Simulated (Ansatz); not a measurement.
Geometry optimisation, RKS PBE0-D4/def2-SVP in Ansatz.

The input (input.yaml):

```yaml
crystal:
  periodic: [false, false, false]
  atoms:
    - { symbol: Ge, position_ang: [-0.510558, -0.180408, -0.385776] }
    - { symbol: H, position_ang: [0.133537, 0.584773, 2.185715] }
    - { symbol: H, position_ang: [0.748028, -0.819489, 0.222179] }
    - { symbol: H, position_ang: [-0.28336, 1.334084, -0.538316] }
    - { symbol: H, position_ang: [-0.812586, -0.820955, -1.752564] }
    - { symbol: S, position_ang: [-2.261549, -0.59025, 0.958613] }
    - { symbol: H, position_ang: [-3.064106, -0.988413, -0.05267] }
    - { symbol: H, position_ang: [-0.519905, 0.607858, 2.481718] }
basis:
  gaussian: { orbitals: def2-SVP }
hamiltonian:
  xc: pbe0
  dispersion: d4
relax:
  f_tol: 0.03
  max_steps: 50
```

Launched with:

```bash
$ ansatz run input.yaml --threads 1 --pin off --max-ram 2048MiB --backend cpu --events-out ev --progress --plain --runs-dir out
```

Q: Where does it end, and by what steps?

A: The run converged. The force dipped under the threshold on the way, but the program's further checks kept it going. After 27 steps the energy has fallen by 0.155 eV; H2 moved furthest, 1.21 Å.

```tsv
step	energy less start (eV)	largest force component (eV/Å)	accepted
0	0.0000	1.663	yes
1	-0.0838	0.068	yes
2	-0.1021	0.128	yes
3	-0.1055	0.189	yes
4	-0.1156	0.248	yes
5	-0.1186	0.469	yes
6	-0.1268	0.264	yes
7	-0.1371	0.250	yes
8	-0.1407	0.143	yes
9	-0.1377	0.284	no
10	-0.1450	0.052	yes
11	-0.1458	0.094	yes
12	-0.1471	0.047	yes
13	-0.1481	0.015	yes
14	-0.1487	0.027	yes
15	-0.1494	0.057	yes
16	-0.1498	0.056	yes
17	-0.1505	0.101	yes
18	-0.1510	0.088	yes
19	-0.1516	0.072	yes
20	-0.1519	0.041	yes
21	-0.1525	0.040	yes
22	-0.1469	0.391	no
23	-0.1529	0.003	yes
24	-0.1534	0.044	yes
25	-0.1535	0.092	yes
26	-0.1353	0.652	no
27	-0.1547	0.007	yes
```

```xyz
8
Properties=species:S:1:pos:R:3
Ge -0.442 -0.473 -0.705
H -0.336 1.355 2.991
H 0.800 -1.350 -0.495
H -0.117 1.006 -0.438
H -0.988 -0.642 -2.134
S -1.922 -1.226 0.790
H -2.872 -0.321 0.468
H -0.694 0.779 2.642
```

Whether the end is a true minimum wasn't checked by a vibrational analysis.

Run time: 77 s on 1 thread of Arm Neoverse V1, with other jobs on the host, peak memory 0.16 GiB.
